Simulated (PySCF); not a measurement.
Vibration and rotation of LiBe⁻

RHF-CCSD(T) constants of LiBe⁻, ¹Σ⁺ (singlet), closed shell (Li aug-cc-pVDZ, Be aug-cc-pVDZ; no relativity (PySCF 2.14); masses 7.0160 and 9.0122 u):

| Item | Value |
| --- | --- |
| ωe | 208.1 cm⁻¹ |
| ωexe | 6.63 cm⁻¹ |
| Be | 0.51971 cm⁻¹ |
| αe | 0.0183 cm⁻¹ |
| De to Li⁻ + Be | 0.289 eV |

(1) What force constant and bond length do these constants imply?

(2) Estimate the centrifugal constant D from the Kratzer relation and find the Dunham coefficient a1.

Correlated steps freeze no core orbitals. The bond is weak. Basis-set superposition, not corrected here, can be much of De in a small basis, most of all at correlated wavefunction levels. For an ion De counts to the pair picked by the measured ionisation energies or electron affinities, which need not be the lowest pair at this level. The CCSD T1 diagnostic is raised, a sign that a single reference may not be enough here.

Results:

(1) Reduced mass μred = 3.9449 u; k = 5.8918×10⁻⁷·μred·ωe² (u, cm⁻¹, mdyn/Å) = 0.101 mdyn/Å; Re = √(16.8576/(μred·Be)) (u, cm⁻¹, Å) = 2.867 Å.

(2) D = 4Be³/ωe² = 1.3e-05 cm⁻¹; a1 = −1 − αeωe/(6Be²) = -3.35.
